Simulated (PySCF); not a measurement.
**Adding and removing an electron: GaH**

RHF-MP2; PySCF, no relativity, basis sets Ga def2-TZVPPD, H def2-TZVPPD. Neutral (RHF): singlet (closed shell), Re = 1.650 Å, ωe = 1676 cm⁻¹, De = 2.85 eV.

GaH⁺ (UHF): doublet (σ ↑), Re = 1.600 Å, ωe = 1607 cm⁻¹, De = 0.44 eV to Ga⁺ + H. The energies at the minima are -1924.00650 hartree for GaH and -1923.70274 for GaH⁺.

**Question.** Work out the adiabatic ionisation energy, without and with harmonic zero-point energies (1 hartree = 27.2114 eV, 1 eV = 8065.5 cm⁻¹), and the change of the bond length.

**Answer.** At MP2: 0.30376 hartree = 8.266 eV between the minima; the zero-point term (1607.0 − 1676.0)/2 cm⁻¹ = -0.004 eV makes it 8.261 eV. Re changes by -5.0 pm against the neutral. The electron leaves a σ orbital, and the shorter bond of the ion fits an antibonding orbital, or a change in how ionic the bond is.

Correlated steps freeze 9 core orbitals. Weak bonds: GaH⁺. Basis-set superposition, not corrected here, can be much of De in a small basis, most of all at correlated wavefunction levels. Spin–orbit coupling is left out. For an ion De counts to the pair picked by the measured ionisation energies or electron affinities, which need not be the lowest pair at this level. Where the molecule has an RHF reference, its open-shell atoms are computed with UHF. States were picked by a PBE0 search and need not be the measured ground states.

Neutral and ion stand on different kinds of reference determinant, which adds to the error of the difference.
